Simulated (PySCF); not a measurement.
GeH4, SMILES [GeH4] (connectivity only; charge and spin as stated), charge +1, multiplicity 2. Atoms are numbered in the order given.

```xyz
5

Ge     0.0000     0.0000     0.0000
H      1.0326    -1.0326    -0.5727
H      1.0326     1.0326     0.5727
H     -1.0326    -1.0326     0.5727
H     -1.0326     1.0326    -0.5727
```
Charge +1, spin multiplicity 2.

Geometry: B3LYP-D3(BJ)/def2-TZVPD. A frequency run showed that this geometry is not a minimum. The spin state was assumed, not searched. The isomer is the one that the SMILES or the coordinates give; other isomers of the formula were not compared.

Calculation: TDA-M06-2X/def2-TZVPD (PySCF 2.14.0).

Vertical excitations; the highest root listed may be one member of a degenerate set. Isolated molecule, no solvent.

| state | energy (eV) | λ (nm) | f | main pairs |
|---|---|---|---|---|
| root 1 | 2.21 | 562 | 0.031 | β HOMO→LUMO (degenerate set) |
| root 2 | 2.21 | 562 | 0.031 | β HOMO−1→LUMO (degenerate set) |
| root 3 | 6.70 | 185 | 0.000 | α HOMO→LUMO 97 % |
| root 4 | 7.35 | 169 | 0.010 | α HOMO−1→LUMO, β HOMO→LUMO+1 (degenerate set) |
| root 5 | 7.35 | 169 | 0.010 | α HOMO−2→LUMO, β HOMO−1→LUMO+1 (degenerate set) |
| root 6 | 7.86 | 158 | 0.043 | α HOMO→LUMO+1 14 %, β HOMO−2→LUMO 77 % |
| root 7 | 8.61 | 144 | 0.045 | α HOMO→LUMO+1 78 %, β HOMO−2→LUMO 16 % |
| root 8 | 8.92 | 139 | 0.049 | α HOMO−1→LUMO, α HOMO→LUMO+2, β HOMO→LUMO+1, β HOMO−1→LUMO+2 (degenerate set) |
| root 9 | 8.92 | 139 | 0.049 | α HOMO−2→LUMO, α HOMO→LUMO+3, β HOMO−1→LUMO+1, β HOMO→LUMO+2 (degenerate set) |
| root 10 | 9.38 | 132 | 0.006 | α HOMO−1→LUMO+1 13 %, α HOMO→LUMO+3 8 %, β HOMO→LUMO+2 59 % |
Unrestricted roots are not spin-pure.
